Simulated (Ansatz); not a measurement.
Calculated with Ansatz (gas phase, PBE0-D4/def2-TZVP geometries, no zero-point term in ΔE). CCSD(T)/CBS is the MP2 limit (def2-TZVPP, def2-QZVPP) plus CCSD(T) − MP2 in def2-TZVPP, frozen cores. Functionals use def2-TZVPP. For Br, Ga outer-core shells are correlated without core-valence functions, which leaves a few kJ/mol of doubt a bond. Scalar relativity is left out up to krypton.

`[CH3][Al]([GaH2])[Br]` + HBr → `[CH3][Al]([Br])[Br]` + `[GaH3]`  (cleavage of the Al–Ga bond)

`[CH3][Al]([GaH2])[Br]`:

```xyz
9

C     0.745    0.519   -1.584
Al   -0.445   -0.233   -0.240
Ga   -0.310   -0.321    2.266
Br   -2.336   -1.236   -1.043
H     0.213    1.263   -2.186
H     1.629    0.996   -1.153
H     1.080   -0.264   -2.272
H     0.357   -1.529    3.030
H    -0.933    0.803    3.181
```

HBr:

Z-matrix (Å, degrees):
```
Br
H 1 1.420
```

`[CH3][Al]([Br])[Br]`:

```xyz
7

C     0.753   -0.630   -0.181
Al   -0.693    0.602    0.160
Br   -2.563   -0.068    1.219
Br   -0.606    2.760   -0.470
H     1.582   -0.146   -0.700
H     1.125   -1.048    0.759
H     0.401   -1.469   -0.788
```

`[GaH3]`:

```xyz
4

Ga    0.000    0.000    0.000
H    -1.226   -0.888    0.409
H     1.348   -0.111    0.794
H    -0.122    0.999   -1.203
```

Task: Is it downhill or uphill in electronic energy at CCSD(T)/CBS, and by how much? (Best estimate.)

Result: Computed: Downhill: ΔE = -32.8 kcal/mol.

Task: What do these levels give: PBE-QIDH, PBE, r2SCANh, LC-ωPBE, RPA@PBE/def2-TZVPP, MP2/def2-QZVPP? (An estimate is asked.)

Result: The calculation gave: PBE-QIDH -33.6, PBE -29.1, r2SCANh -33.6, LC-ωPBE -33.2, RPA@PBE/def2-TZVPP -31.0, MP2/def2-QZVPP -35.4 kcal/mol.

Largest T1 diagnostic among the species: 0.013.

From PBE to PBE0 (25 % exact exchange), in def2-TZVPP and without D4, ΔE moves by −2.0 kcal/mol. Leaving LDA and LC-ωPBE aside and taking each functional with its dispersion term where it has one, the values, not all of them listed here, spread over 5.3 kcal/mol, from B97M-V to PBE-D4.
